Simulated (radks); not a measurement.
The numbers below are computed, except where a source is named.
Q: The mean radii <r> (bohr) of the occupied orbitals of an atom or ion are listed with their occupations. Level of theory: Dirac Kohn-Sham, PBEsol, spin-unpolarised, spherical densities, point nucleus (a radial shooting solver on a logarithmic mesh with Libxc functionals).

| orbital | occ. | <r> |
|---|---|---|
| 1s1/2 | 2 | 0.04552 |
| 2s1/2 | 2 | 0.2026 |
| 2p1/2 | 2 | 0.1747 |
| 2p3/2 | 4 | 0.1784 |
| 3s1/2 | 2 | 0.5985 |
| 3p1/2 | 2 | 0.6101 |
| 3p3/2 | 4 | 0.6207 |
| 3d3/2 | 4 | 0.6728 |
| 3d5/2 | 6 | 0.6774 |
| 4s1/2 | 2 | 1.807 |
| 4p1/2 | 1 | 2.119 |

Name the element and its charge. Open shells, if any, fill j = l - 1/2 first.

A: Z = 33, arsenic, charge +2: As2+ in [Ar] 3d10 4s2 4p1. The 1s radius gives Z: for a bare nucleus <r> = (2 gamma + 1)/(2Z) with gamma = sqrt(1 - (Z/c)^2), 0.04456 bohr for Z = 33, and screening makes it slightly larger (0.04552 here). The occupations add up to 31, and the charge is Z minus that.
